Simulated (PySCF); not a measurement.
C4H6O3, SMILES CC1(C=O)OCO1.

Geometry: B3LYP-D3(BJ)/def2-SVP. The structure was generated by enumeration, and PubChem lists no compound with its InChIKey, so it may never have been made. One conformer was computed; it need not be the lowest.

Two levels are set side by side: TDDFT-PBE/def2-SVPD (PySCF) and TDDFT-PBE0/def2-SVPD (PySCF). Vertical, same geometry. The lowest singlet is HOMO→LUMO 100 % with PBE and HOMO→LUMO 90 % with the other functional; states are paired by order. Differences are taken from unrounded values.

```csv
quantity,TDDFT-PBE0
lowest singlet excitation (eV),3.76
lowest triplet excitation (TDA) (eV),3.16
```

Task: What does TDDFT-PBE give, and how far is it from TDDFT-PBE0? (An estimate is asked for; the answer gives what the named calculation found.)

Result: 
| quantity | TDDFT-PBE | TDDFT-PBE minus TDDFT-PBE0 |
|---|---|---|
| lowest singlet excitation (eV) | 3.22 | -0.54 |
| lowest triplet excitation (TDA) (eV) | 2.75 | -0.40 |

Functionals without exact exchange tend to place singlet excitations lower, as here. Differences between two approximate levels are no errors against the true value.

Rough cost on one machine, each run with all the roots and properties that it gave: TDDFT-PBE0 against TDDFT-PBE about 5 times.
